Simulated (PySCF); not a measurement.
**Si (silicon, neutral): TPSS calculation**

Configuration: [Ne] 3s2 3p2, high-spin 3P determinant. Calculation: PySCF 2.14, in aug-cc-pVDZ-DK; the spin-free X2C one-electron Hamiltonian (Gaussian nucleus).

```json
{"Total energy": "-289.9937 hartree", "One-electron energy": "-401.3677 hartree", "Hartree (Coulomb) energy": "132.2645 hartree", "Exchange-correlation energy": "-20.8904 hartree", "⟨S²⟩": "2.0049", "⟨L²⟩": "2.016", "Sum of ⟨r⟩": "14.40 bohr", "Sum of ⟨r²⟩": "31.83 bohr²", "Traceless quadrupole moment −½Σ⟨3z² − r²⟩ along its main axis": "3.41 e·bohr²", "Langevin diamagnetic susceptibility": "-25.2 ×10⁻⁶ cm³/mol", "Time after the integrals": "0.51 s of wall time on 1 thread of Neoverse-N1 (shared host)"}
```

```tsv
shell	electrons	mean orbital energy (eV)	spread (eV)	rms radius, mean of both spins (bohr)
1s α	1	-1792.9	0	0.129
1s β	1	-1792.7	0	0.129
2s α	1	-140.86	0	0.618
2s β	1	-140.70	0	0.618
2p α	3	-96.003	0.182	0.603
2p β	3	-95.790	0.381	0.603
3s α	1	-11.558	0	2.36
3s β	1	-9.709	0	2.36
3p α	2	-4.732	0	2.98
```

Densities and radii are taken from the X2C orbitals without a picture-change correction, which distorts them close to the nucleus.
